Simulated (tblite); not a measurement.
Compound: C8H8.
Bonds: C1–C2, C2–C3 (triple), C3–C4, C4–C5, C5–C6 (double), C6–C7, C7–C8 (double), C4–C8. Hydrogens: H9, H10, H11 on C1; H12 on C4; H13 on C5; H14 on C6; H15 on C7; H16 on C8.

The geometry is computed with GFN2-xTB (gas phase).

Task: List the bond lengths, angles and torsions at this level.

Result: 
```
                 bond  length (Å)
                C1–C2       1.447
                C2≡C3       1.198
                C3–C4       1.453
         C4–C5, C4–C8       1.504
         C5=C6, C7=C8       1.337
                C6–C7       1.450
C1–H9, C1–H10, C1–H11       1.090
               C4–H12       1.098
       C5–H13, C8–H16       1.074
       C6–H14, C7–H15       1.076
```

Bonds in one row agree within 0.01 Å and their mean is given. A selection of angles:
```
    angle  degrees
 C2–C1–H9    109.9
H9–C1–H10    108.9
 C1–C2–C3    178.9
 C2–C3–C4    177.8
 C3–C4–C5    113.1
 C3–C4–C8    112.4
C3–C4–H12    108.4
 C5–C4–C8    102.3
C5–C4–H12    110.2
 C4–C5–C6    109.4
C4–C5–H13    122.5
C6–C5–H13    128.1
 C5–C6–C7    109.5
C5–C6–H14    126.7
C7–C6–H14    123.8
```

Dihedral angles: C3–C4–C5–C6 122° (anticlinal); C4–C5–C6–C7 -1° (synperiplanar); C5–C6–C7–C8 0° (synperiplanar); C6–C7–C8–C4 0° (synperiplanar); C3–C4–C8–C7 -122° (anticlinal). The mirror-image conformer, all signs reversed, is as good.

The 5-membered ring C4–C5–C6–C7–C8 has internal angles of 102.3° to 109.5° (sum 540°, against 540° for a flat polygon); it is planar, 0.00 Å rms from its mean plane, widest ring torsion 1°. The C–C distances run from 1.198 Å (C2≡C3, drawn triple) to 1.504 Å (C4–C5, drawn single), a spread of 0.306 Å.

Its lowest GFN2-xTB frequency is 16i cm⁻¹, too small to tell a flat minimum from a shallow saddle.
